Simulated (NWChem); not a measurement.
# Correlation energy of sulfuric acid (H2O4S)

```
S
O 1 1.4590
O 1 1.4590 2 125.32
O 1 1.6456 2 108.68 3 -125.29
H 4 0.9822 1 106.62 2 -27.83
O 1 1.6456 2 105.15 5 -96.08
H 6 0.9822 1 106.62 2 -164.20
```
Charge 0, spin multiplicity 1.

Program: NWChem. Structure: optimised with PBE/def2-SVP, a minimum by its harmonic frequencies. It is one conformer; others weren't searched.

Basis set: def2-SVP. Each correlation energy counts from its own Hartree-Fock reference.

The correlated methods keep 9 core orbitals frozen. Coupled-cluster values serve here as a point of comparison, not as the truth.

**Question.** Order these methods by the correlation energy they give, lowest first: MP2, SCS-MP2, CR-CCSD[T], CR-CCSD(T), CCSD.

**Answer.** CR-CCSD[T] (-925.5 mHa), CR-CCSD(T) (-923.6 mHa), CCSD (-904.4 mHa), MP2 (-898.0 mHa), SCS-MP2 (-862.3 mHa)
